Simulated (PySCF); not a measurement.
Species: C6H9NSi.
Numbering: `[N:1]#[C:2][CH2:3][C@@H:4]1[CH:5]=[CH:6][CH2:7][SiH2:8]1` (hydrogens: H9, H10 on C3; H11 on C4; H12 on C5; H13 on C6; H14, H15 on C7; H16, H17 on Si8)

The same species was optimised twice, with GFN2-xTB and with PBE0-D3(BJ)/def2-SVP (PySCF), and the same property calculations (PySCF, gas phase) were run on both structures.

```json
{"coordinate": "C2–C3 (Å)", "GFN2-xTB": "1.439", "PBE0-D3(BJ)/def2-SVP": "1.460", "change": "+0.021"}
{"coordinate": "C5=C6 (Å)", "GFN2-xTB": "1.321", "PBE0-D3(BJ)/def2-SVP": "1.340", "change": "+0.019"}
{"coordinate": "N1≡C2 (Å)", "GFN2-xTB": "1.144", "PBE0-D3(BJ)/def2-SVP": "1.158", "change": "+0.014"}
{"coordinate": "C7–Si8 (Å)", "GFN2-xTB": "1.905", "PBE0-D3(BJ)/def2-SVP": "1.898", "change": "-0.007"}
{"coordinate": "C4–C5 (Å)", "GFN2-xTB": "1.504", "PBE0-D3(BJ)/def2-SVP": "1.510", "change": "+0.006"}
{"coordinate": "C6–C7 (Å)", "GFN2-xTB": "1.501", "PBE0-D3(BJ)/def2-SVP": "1.506", "change": "+0.005"}
{"coordinate": "C4–Si8 (Å)", "GFN2-xTB": "1.920", "PBE0-D3(BJ)/def2-SVP": "1.915", "change": "-0.005"}
{"coordinate": "C3–C4 (Å)", "GFN2-xTB": "1.540", "PBE0-D3(BJ)/def2-SVP": "1.540", "change": "0.000"}
{"coordinate": "C4–Si8–C7 (°)", "GFN2-xTB": "93.4", "PBE0-D3(BJ)/def2-SVP": "96.3", "change": "+2.9"}
{"coordinate": "C3–C4–C5 (°)", "GFN2-xTB": "110.6", "PBE0-D3(BJ)/def2-SVP": "113.1", "change": "+2.5"}
{"coordinate": "C5–C4–Si8 (°)", "GFN2-xTB": "103.9", "PBE0-D3(BJ)/def2-SVP": "101.8", "change": "-2.1"}
{"coordinate": "C6–C7–Si8 (°)", "GFN2-xTB": "104.4", "PBE0-D3(BJ)/def2-SVP": "102.3", "change": "-2.1"}
{"coordinate": "C2–C3–C4 (°)", "GFN2-xTB": "110.8", "PBE0-D3(BJ)/def2-SVP": "112.8", "change": "+2.0"}
{"coordinate": "C4–C5–C6 (°)", "GFN2-xTB": "119.1", "PBE0-D3(BJ)/def2-SVP": "119.8", "change": "+0.7"}
{"coordinate": "C5–C6–C7 (°)", "GFN2-xTB": "119.2", "PBE0-D3(BJ)/def2-SVP": "119.8", "change": "+0.6"}
{"coordinate": "C3–C4–Si8 (°)", "GFN2-xTB": "113.9", "PBE0-D3(BJ)/def2-SVP": "114.4", "change": "+0.5"}
{"coordinate": "C2–C3–C4–C5 (°)", "GFN2-xTB": "-64", "PBE0-D3(BJ)/def2-SVP": "-60", "change": "+4"}
```

Rotational constants: A = 3749, B = 1065, C = 878.7 MHz (GFN2-xTB) against A = 3772, B = 1036, C = 858.7 MHz (PBE0-D3(BJ)/def2-SVP). Point groups within 0.08 Å: C1 and C1.

On the GFN2-xTB structure: isotropic polarisability (au) 94.9 [CAM-B3LYP/def2-SVPD]; HOMO (eV) -8.85 [CAM-B3LYP/def2-SVPD]; LUMO (eV) 0.83 [CAM-B3LYP/def2-SVPD]; dipole (D) 4.38 [CAM-B3LYP/def2-SVPD]; HOMO (eV) -7.54 [PBE0/pcSseg-1]; LUMO (eV) 0.09 [PBE0/pcSseg-1]; dipole (D) 4.32 [PBE0/pcSseg-1]; GIAO shielding of N1 (ppm) -30.2 [PBE0/pcSseg-1]; GIAO shielding of C2 (ppm) 61.9 [PBE0/pcSseg-1]; GIAO shielding of C3 (ppm) 164.5 [PBE0/pcSseg-1]; GIAO shielding of C4 (ppm) 155.8 [PBE0/pcSseg-1]; GIAO shielding of C5 (ppm) 44.7 [PBE0/pcSseg-1]; GIAO shielding of C6 (ppm) 47.0 [PBE0/pcSseg-1]; GIAO shielding of C7 (ppm) 169.5 [PBE0/pcSseg-1]; GIAO shielding of Si8 (ppm) 376.9 [PBE0/pcSseg-1].

Task: What do these properties become on the PBE0-D3(BJ)/def2-SVP structure?

Result: 
```
                                    property                level  on GFN2-xTB  on PBE0-D3(BJ)/def2-SVP  change
               isotropic polarisability (au)  CAM-B3LYP/def2-SVPD         94.9                     96.9    +2.0
                                   HOMO (eV)  CAM-B3LYP/def2-SVPD        -8.85                    -8.87   -0.02
                                   LUMO (eV)  CAM-B3LYP/def2-SVPD         0.83                     0.78   -0.05
                                  dipole (D)  CAM-B3LYP/def2-SVPD         4.38                     4.31   -0.07
energy, GFN2-xTB geometry as zero (kcal/mol)  CAM-B3LYP/def2-SVPD          0.0                     -1.9    -1.9
                                   HOMO (eV)        PBE0/pcSseg-1        -7.54                    -7.56   -0.02
                                   LUMO (eV)        PBE0/pcSseg-1         0.09                    -0.06   -0.15
                                  dipole (D)        PBE0/pcSseg-1         4.32                     4.24   -0.08
energy, GFN2-xTB geometry as zero (kcal/mol)        PBE0/pcSseg-1          0.0                     -1.6    -1.6
                  GIAO shielding of N1 (ppm)        PBE0/pcSseg-1        -30.2                    -38.1    -7.9
                  GIAO shielding of C2 (ppm)        PBE0/pcSseg-1         61.9                     59.8    -2.1
                  GIAO shielding of C3 (ppm)        PBE0/pcSseg-1        164.5                    162.0    -2.5
                  GIAO shielding of C4 (ppm)        PBE0/pcSseg-1        155.8                    157.5    +1.7
                  GIAO shielding of C5 (ppm)        PBE0/pcSseg-1         44.7                     40.8    -3.9
                  GIAO shielding of C6 (ppm)        PBE0/pcSseg-1         47.0                     42.4    -4.6
                  GIAO shielding of C7 (ppm)        PBE0/pcSseg-1        169.5                    169.3    -0.2
                 GIAO shielding of Si8 (ppm)        PBE0/pcSseg-1        376.9                    371.2    -5.7
```

The heavy atoms differ by 0.052 Å rms after alignment. Among bonds between heavy atoms C2–C3 changes most (+0.021 Å). Changes are differences of the printed values. Neither structure is proved a minimum here.
